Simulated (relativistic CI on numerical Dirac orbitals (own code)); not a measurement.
**d3 in a ligand field**

Computed with a parametric ligand-field model of a d^n configuration (Racah B and C, spin-orbit zeta, crystal field), exact diagonalisation.

Field parameters in Wybourne normalisation: Oh B⁴₀ = 21Dq, B⁴₄ = √(5/14) B⁴₀. The field is a parameter set, without covalency.

Q: Ground term and bands for B = 910, C = 3860, ζ = 0 cm⁻¹, Oh, 10Dq = 12500 cm⁻¹?

A: Ground term 4A2 with 0.00 electrons in the two orbitals of the cubic e set. Spin-allowed: 4T2 12500 cm⁻¹ (800 nm), 4T1 19705 cm⁻¹ (507 nm), 4T1 31445 cm⁻¹ (318 nm). Lowest spin-forbidden: 2E 17872 cm⁻¹ (560 nm), 2T1 18734 cm⁻¹ (534 nm), 2T2 25268 cm⁻¹ (396 nm). With an A2 ground term the first spin-allowed band lies at |10Dq| itself.

Q: A d3 ion in Oh symmetry has the ground term 4A2 and bands at 2E 9432 cm⁻¹ (1060 nm), 2T1 9703 cm⁻¹ (1031 nm), 2T2 15370 cm⁻¹ (651 nm), 4T2 36550 cm⁻¹ (274 nm), 4T1 42055 cm⁻¹ (238 nm), 4T1 74795 cm⁻¹ (134 nm). Which parameters reproduce them?

A: B = 480, C = 1840, ζ = 0 cm⁻¹, Oh, 10Dq = 36550 cm⁻¹.

Q: A d3 ion in Oh symmetry has the ground term 4A2 and bands at 2E 7612 cm⁻¹ (1314 nm), 2T1 7947 cm⁻¹ (1258 nm), 2T2 11770 cm⁻¹ (850 nm), 4T2 12000 cm⁻¹ (833 nm), 4T1 16078 cm⁻¹ (622 nm), 4T1 25772 cm⁻¹ (388 nm). Which parameters reproduce them?

A: B = 390, C = 1560, ζ = 0 cm⁻¹, Oh, 10Dq = 12000 cm⁻¹.

Q: Ground term and bands for B = 750, C = 2660, ζ = 0 cm⁻¹, Oh, 10Dq = 33850 cm⁻¹?

A: Ground term 4A2 with 0.00 electrons in the two orbitals of the cubic e set. Spin-allowed: 4T2 33850 cm⁻¹ (295 nm), 4T1 42122 cm⁻¹ (237 nm), 4T1 70678 cm⁻¹ (141 nm). Lowest spin-forbidden: 2E 13821 cm⁻¹ (724 nm), 2T1 14390 cm⁻¹ (695 nm), 2T2 22075 cm⁻¹ (453 nm). With an A2 ground term the first spin-allowed band lies at |10Dq| itself.

Q: A d3 ion in Oh symmetry has the ground term 4A2 and bands at 2E 9748 cm⁻¹ (1026 nm), 2T1 10060 cm⁻¹ (994 nm), 2T2 15316 cm⁻¹ (653 nm), 4T2 18800 cm⁻¹ (532 nm), 4T1 23527 cm⁻¹ (425 nm), 4T1 39323 cm⁻¹ (254 nm). Which parameters reproduce them?

A: B = 430, C = 2130, ζ = 0 cm⁻¹, Oh, 10Dq = 18800 cm⁻¹.
